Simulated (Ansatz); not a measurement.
**Worked example: the enthalpy of formation of AsH3 (arsine)**

The species is AsH3 (4 atoms), meant as a singlet with charge 0. SMILES: `[AsH3]`. The coordinates come from a PBE0-D4/def2-TZVP relaxation.

```xyz
4

As   -0.2158    0.4876   -0.3460
H     0.3499    0.6303    1.0594
H    -1.0680   -0.7055    0.0611
H     0.9339   -0.4125   -0.7745
```

Total energies at HF/3-21G (Ansatz 0.2.0); the atoms run unrestricted:

```tsv
species	state	energy (Eh)
AsH3	singlet	-2225.128100
As	quartet	-2223.435395
H	doublet	-0.496199
```

Harmonic wavenumbers at PBE0-D4/def2-TZVP, in cm⁻¹: 921, 1018, 1018, 2215, 2229, 2229.

Measured heats of formation of the gaseous atoms at 298.15 K, in kJ/mol: As 302.5, H 218.0. Take 1 Eh = 2625.50 kJ/mol, 1 cm⁻¹ = 0.0119627 kJ/mol, RT = 2.479 kJ/mol.

Problem. What heat of formation follows?

Solution. 
1. Electronic atomisation energy: (-2223.435395) + 3 × (-0.496199) − (-2225.128100) = 0.204108 Eh = 535.9 kJ/mol.
2. Zero-point energy: half the sum of the wavenumbers, 4815 cm⁻¹ = 57.6 kJ/mol.
3. Thermal vibrational enthalpy, Σ hcν̃/(exp(hcν̃/kT) − 1): 0.3 kJ/mol. Translation, rotation and pV of a non-linear molecule: 4 RT = 9.9 kJ/mol.
4. The 4 free atoms carry 5/2 RT each: 24.8 kJ/mol.
5. Atomisation enthalpy at 298 K: 535.9 − 57.6 − 0.3 − 9.9 + 24.8 = 492.9 kJ/mol.
6. Sum of the atoms' heats of formation: 956.5 kJ/mol. Heat of formation: 956.5 − 492.9 = +463.6 kJ/mol.

The tabulated value is +66.4 kJ/mol (CRC Handbook of Chemistry and Physics), so this level is off by +397.2 kJ/mol, or 44.6 % of the atomisation enthalpy. Hartree–Fock leaves out correlation, which is larger in the molecule than in the atoms, so it underbinds and puts the heat of formation too high. Relativity is left out. A basis without polarisation functions underbinds badly. Anharmonicity and any spin-orbit splitting of the molecule are left out.
